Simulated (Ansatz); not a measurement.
Stretching the O6–H7 bond in CH4OSn (SMILES [CH3][Sn][OH]) (multiplicity 1 held, fragments rigid). Energies count from the point at 0.963 Å.
Geometry at that point (charge 0, multiplicity 1):
```xyz
7

Sn     0.0224    -0.0636     0.3886
C      0.4195     1.6072    -0.9817
H     -0.2020     2.4693    -0.7259
H      0.2008     1.2878    -2.0005
H      1.4642     1.9210    -0.9117
O     -0.5375    -1.2505    -1.1305
H     -0.7986    -2.1366    -0.8572
```

Unrestricted levels (U-) break spin symmetry where that is lower. Active spaces are followed from a long bond inwards. Curves can end on different states.

Cores are frozen in the correlated methods. Filled d and f shells under p-block atoms count as core.

Run with Ansatz (a first-principles code). Each number belongs to the level named beside it. In def2 rows elements past Kr take small-core potentials, without spin–orbit coupling.

Energies in kJ/mol.

```tsv
R (Å)	U-CCSD/def2-SVP	CASSCF(4,3)/def2-SVP	SC-NEVPT2 on CASSCF(4,3)/def2-SVP	FIC-MRCISD+Q on CASSCF(4,3)/def2-SVP
0.771	157	155	171	157
0.867	31	30	38	31
0.963	0	0	0	0
1.060	19	18	16	18
1.156	62	58	57	61
1.301	144	133	139	142
1.445	229	206	224	222
1.686	348	299	340	330
1.927	422	356	416	398
2.216	450	390	462	439
2.601	457	406	483	457
3.083	458	411	490	463
```

Doubts at one or more of the structures used: a spin-contaminated determinant (U-CCSD/def2-SVP); T1 above 0.05 (U-CCSD/def2-SVP); active orbitals that take no part (CASSCF(4,3)/def2-SVP, SC-NEVPT2 on CASSCF(4,3)/def2-SVP, FIC-MRCISD+Q on CASSCF(4,3)/def2-SVP).
